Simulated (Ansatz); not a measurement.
COS, charge +1, doublet, geometry from GFN2-xTB (a state made from the parent by changing its charge; the spin is typed, not shown lowest); CASSCF(3,3)/def2-SVP in Ansatz (a first-principles code).

Here is a job for Ansatz.
Ansatz 0.2 input:
```yaml
crystal:
  periodic: [false, false, false]
  atoms:
    - {symbol: O, position_ang: [-0.00000000, -0.00000000, -1.68367357]}
    - {symbol: C, position_ang: [-0.00000000, -0.00000000, -0.55245671]}
    - {symbol: S, position_ang: [0.00000000, 0.00000000, 1.04900805]}
basis:
  gaussian:
    orbitals: def2-SVP
hamiltonian:
  xc: hf
total_charge: 1
correlation: {active_space: {window: {electrons: 3, orbitals: 3}}}
magnetization: {spin_polarized: false, initial_magnetization: 1}
```

What the program printed (banner, timings and long lists left out):

```
Functional definition: HF
432 factors; integrals over basis functions are off by at most 1.2e-3 eV
mean field evaluation 1: about -13863.3483 eV, gradient 4.9e1 eV
mean field evaluation 2: about -13863.4434 eV, gradient 4.9e1 eV
mean field evaluation 4: about -13868.9901 eV, gradient 5.0e0 eV
mean field evaluation 8: about -13869.1966 eV, gradient 4.2e-1 eV
mean field evaluation 16: about -13868.8553 eV, gradient 6.6e0 eV
mean field evaluation 32: about -13862.4122 eV, gradient 1.5e1 eV
mean field -13869.19773416 eV, -509.6836158506 hartree, gradient 4.7e-6 eV, S^2 0.750000; 3 other end points of the search recorded, 0 dependent functions left out
reference -13869.19773416 eV, -509.6836158506 hartree; 15, 14 occupied and 31, 32 virtual orbitals, 432 factors
state -13870.12906407 eV, -509.7178415933 hartree
Total energy: -13870.12906407 eV, -509.7178415933 hartree
```
